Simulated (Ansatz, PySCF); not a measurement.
Gas-phase reaction in SMILES: C=CCCCCC [hept-1-ene] + 7 [H][H] (H2) → 7 C (CH4)
Structures are relaxed separately at B3LYP-D3(BJ)/def2-TZVP in Ansatz (a quantum-chemistry and plane-wave program), one conformer each, not searched for the lowest. Frequencies are from Ansatz or PySCF.
Geometry of the first species:
SMILES: C(CCCC=C)C
```xyz
21

C      3.6805    -0.1131     0.1284
C      2.2922    -0.7454     0.1638
C      1.1714     0.2561    -0.1033
C     -0.2209    -0.3666    -0.0667
C     -1.3408     0.6465    -0.3310
C     -2.7003     0.0207    -0.3388
C     -3.6874     0.3199     0.4958
H      3.8821     0.3376    -0.8465
H      3.7725     0.6744     0.8804
H      4.4616    -0.8506     0.3218
H      2.2374    -1.5515    -0.5752
H      2.1285    -1.2161     1.1386
H      1.3325     0.7267    -1.0799
H      1.2263     1.0644     0.6347
H     -0.3890    -0.8365     0.9074
H     -0.2795    -1.1712    -0.8077
H     -1.3051     1.4401     0.4209
H     -1.1564     1.1238    -1.3009
H     -2.8614    -0.7508    -1.0886
H     -3.5702     1.0798     1.2606
H     -4.6471    -0.1784     0.4453
```

Property: energy of full hydrogenation (enthalpy at 298 K, with B3LYP-D3(BJ) rigid-rotor harmonic-oscillator terms), in kcal/mol. Correlated levels leave the core frozen unless marked. No spin-orbit coupling. Non-relativistic. CBS marks a two-point X^-3 extrapolation of the correlation energy; Hartree-Fock from the larger set. [CCSD(T)-MP2]/basis is that difference in the basis named.

From measured enthalpies of formation at 298 K: -109.8 kcal/mol (C=CCCCCC -14.9, CRC Handbook; [H][H] (H2) 0.0, ATcT 1.112; C (CH4) -17.8, ATcT 1.112). It holds spin-orbit effects, and any other conformers, which the calculations lack, and core correlation, which the frozen-core levels lack. This is an older compilation, not checked against later work.

### Question
Rank these levels by their absolute error against the measured value, smallest first: B97M-V/def2-TZVPD (Ansatz); MP2/aug-cc-pVTZ (Ansatz); RI-MP2/CBS(aug-cc-pVTZ,aug-cc-pVQZ)+[CCSD(T)-MP2]/aug-cc-pVTZ (Ansatz).

### Answer
RI-MP2/CBS(aug-cc-pVTZ,aug-cc-pVQZ)+[CCSD(T)-MP2]/aug-cc-pVTZ (-109.4 kcal/mol, error 0.4), MP2/aug-cc-pVTZ (-106.9 kcal/mol, error 2.9), B97M-V/def2-TZVPD (-121.2 kcal/mol, error -11.4)
